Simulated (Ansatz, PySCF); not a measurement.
Dimer: HCl (SMILES Cl) (first 2 atoms) with ClH3Si (SMILES [SiH3]Cl); geometry from B3LYP-D3(BJ)/def2-TZVP, rigid monomers moved along the line of their centres of mass till H2···Cl4 is 2.84 Å.
(charge 0, multiplicity 1):
```tsv
atom	x (Å)	y (Å)	z (Å)
Cl	-0.3135	-0.4178	0.9692
H	0.5898	-0.1007	1.8322
Si	-0.4513	0.4464	5.1448
Cl	1.4995	0.5829	4.4297
H	-0.9236	-0.9293	4.9120
H	-1.2714	1.4265	4.4120
H	-0.4106	0.7582	6.5855
```

Counterpoise-corrected where a basis set is named; no monomer relaxation.

Correlated levels freeze the cores. CBS(a, b) extrapolates the correlation energy as X⁻³ and adds the Hartree–Fock energy of set b.

Programs: Ansatz (Gaussian orbitals); PySCF for the dispersion terms. Values without a source in brackets are computed.

The comparison value is -96.6 meV (MP2/CBS(aug-cc-pV(D+d)Z, aug-cc-pV(T+d)Z) + ΔCCSD(T)/aug-cc-pV(D+d)Z). It is a level with limits of its own, not the exact answer.

Q: Order these levels by how close they come to the comparison value for the interaction energy, closest first: PBE0/def2-TZVPPD, wB97X-V/def2-TZVPPD, PBE-D4/def2-TZVPPD. Give each level's value less the comparison value.

A: wB97X-V/def2-TZVPPD (-0.6 meV), PBE-D4/def2-TZVPPD (-15.8 meV), PBE0/def2-TZVPPD (27.7 meV)

Ansatz is a first-principles code.
